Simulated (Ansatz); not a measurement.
`NB[SiH2][AlH2]`, 11 atoms. Total charge 0; spin multiplicity 1. All runs use 2 threads of an Arm Neoverse N1 on a shared host. Correlated methods freeze the cores.

Task: How many basis functions does each run have, and how long does it take in Ansatz? RKS PBE-D4/def2-TZVPP energy and forces; RKS ωB97M-V/def2-SVP energy; RKS r2SCANh-D4/def2-TZVPP energy; RKS PBE0-D4/def2-TZVP relaxation (18 steps); RHF-CCSD(T)/def2-SVP energy; RKS PBE0-D4/def2-TZVPP energy; direct RPA on PBE orbitals/def2-TZVPP energy; RKS PBE0-D4/def2-TZVP frequencies; RHF-MP2/def2-QZVPP energy; RKS ωB97M-V/def2-QZVPP energy; RKS PBE0-D4/def2-SVP energy; RHF-MP2/def2-TZVPP energy. (Estimate.)

Result: Computed: Other jobs shared the machine, so times are rough.

```csv
level,job,functions,wall time,peak host memory (GiB)
RKS PBE0-D4/def2-SVP,energy,99,3.9 s,0.49
RKS PBE-D4/def2-TZVPP,energy and forces,244,6.5 s,0.29
RHF-CCSD(T)/def2-SVP,energy,99,7 s,0.49
RKS PBE0-D4/def2-TZVPP,energy,244,7.5 s,0.53
RHF-MP2/def2-TZVPP,energy,244,8 s,0.53
RKS ωB97M-V/def2-SVP,energy,99,13 s,0.49
direct RPA on PBE orbitals/def2-TZVPP,energy,244,13 s,0.58
RKS r2SCANh-D4/def2-TZVPP,energy,244,13 s,0.55
RHF-MP2/def2-QZVPP,energy,464,50 s,2.5
RKS ωB97M-V/def2-QZVPP,energy,464,58 s,1.7
RKS PBE0-D4/def2-TZVP,relaxation (18 steps),178,2.3 min,0.41
RKS PBE0-D4/def2-TZVP,frequencies,178,5.4 min,0.49
```
